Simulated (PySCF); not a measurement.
Run record: geometry optimisation, [GeH5]- (`[GeH5-]`).

Method: PBE0-D3(BJ)/def2-SVP geometry optimisation, gas phase (PySCF 2.14.0). Start geometry: GFN2-xTB. A driver script takes a list of jobs; this job's settings line and coordinates (Å) are shown.

Input:
```
{"job": {"xc": "PBE0", "basis": "def2-SVP", "d3": "d3bj", "grid": 1, "maxiter": 40, "kind": "geom"}, "charge": -1, "multiplicity": 1}
Ge     0.000170    -0.001050     0.006590
H     -0.023480    -0.005740     1.768690
H      0.022000     0.009450    -1.774870
H      1.514900     0.010990     0.015670
H     -0.767040     1.304120     0.000050
H     -0.746540    -1.317780    -0.016130
```

Output:
```
step   0  E = -2079.39502914  max force = 0.019359
step   1  E = -2079.39880266  max force = 0.004984
step   2  E = -2079.39923341  max force = 0.001755
step   3  E = -2079.39924917  max force = 0.001031
step   4  E = -2079.39929103  max force = 0.000123
step   5  E = -2079.39929160  max force = 0.000042
optimisation converged
```

Energies in Eh; «max force» is the largest Cartesian gradient component in Eh/bohr.

Question: How much energy does the optimisation release, in kcal/mol?

Answer: E(step 0) − E(last step) = 0.004262 Eh, which is 2.7 kcal/mol.

Question: Give the first gradient maximum in eV/Å.

Answer: With 1 Eh/bohr = 51.422 eV/Å, 0.995 eV/Å.

In short: final energy -2079.39929 Eh after 5 steps.

Question: Give the final coordinates.

Answer: 0.064 Å rms from the input after alignment:
```
atom  x, y, z in Å
Ge1   -0.0001    0.0000    0.0000
H2    -0.0224   -0.0092    1.7190
H3     0.0216    0.0091   -1.7190
H4     1.5936    0.0128    0.0206
H5    -0.8075    1.3744   -0.0031
H6    -0.7853   -1.3871   -0.0174
```

On Arm Neoverse V1, one thread, no GPU, shared host, this took 5.0 s of wall time.
Labels such as C1 count atoms from 1, the log's own numbers from 0.
